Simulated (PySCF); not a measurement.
**Two-component Hartree-Fock for Nb (niobium, neutral)**

Start: [Kr] 4d4 5p1; 4d5/2 filled at m_j = -1/2, +1/2, +3/2, +5/2; 5p3/2 filled at m_j = +3/2. Calculated with PySCF 2.14 in x2c-TZVPall-2c with one added diffuse shell each of s, p, d type (9s10p8d1f, 86 functions): generalised Hartree-Fock with the X2C-1e Hamiltonian and a Gaussian nucleus; one run each with spin-orbit coupling (SO) switched off, then screened by Boettger's factors. This is a chosen level, not necessarily the ground level.

```
spinor shell  electrons  ε, spin-free (eV)  ε, screened SO (eV)  weight of nominal j (screened SO)  rms radius, screened SO (bohr)
       1s1/2          2           -19088.4             -19087.5                              1.000                          0.0415
       2s1/2          2            -2744.5              -2744.3                              1.000                           0.171
       2p1/2          2            -2444.4              -2510.4                              1.000                           0.149
       2p3/2          4            -2444.4              -2413.3                              1.000                           0.154
       3s1/2          2            -490.52              -490.51                              1.000                           0.471
       3p1/2          2            -389.65              -400.85                              1.000                           0.471
       3p3/2          4            -389.65              -384.44                              1.000                           0.482
       3d3/2          4            -224.70              -226.52                              0.981                           0.471
       3d5/2          6            -224.70              -223.52                              0.988                           0.475
       4s1/2          2            -73.560              -73.599                              1.000                            1.25
       4p1/2          2            -44.470              -47.548                              0.686                            1.41
       4d5/2          4             -9.325               -9.345                              0.678                            2.29
       5p3/2          1             -3.482               -3.455                              1.000                            5.87
```

Q: Where does 4p3/2 lie, and what is the 4p spin-orbit splitting (screened SO)?

A: At -43.048 eV, 4.500 eV above 4p1/2.

```json
{"quantity": "E (hartree)", "spin-free": "-3816.93238", "screened SO": "-3817.33632"}
{"quantity": "M_J", "spin-free": "11/2", "screened SO": "11/2"}
{"quantity": "⟨J²⟩", "spin-free": "35.813", "screened SO": "35.805"}
{"quantity": "⟨L²⟩", "spin-free": "12.060", "screened SO": "12.089"}
{"quantity": "⟨S²⟩", "spin-free": "8.753", "screened SO": "8.747"}
```

Each row is a mean over spinors that exchange with the open shell spreads, by up to 6.990 eV (4p3/2).

Rows whose weight is well below 1 are mixtures of j = l ± 1/2: exchange outweighs spin-orbit coupling there, and the label is only the starting occupation.

⟨J²⟩ departs a little from M_J(M_J + 1) because the unrestricted spinors polarise the closed shells.

Breit and QED terms are absent; they matter most for the inner s and p1/2 levels.

Densities and radii are taken from the X2C orbitals without a picture-change correction, which distorts them close to the nucleus.

Without spin-orbit coupling the j labels of p, d and f shells carry no meaning; the spin-free column gives the mean over the occupied spinors of each nl shell.
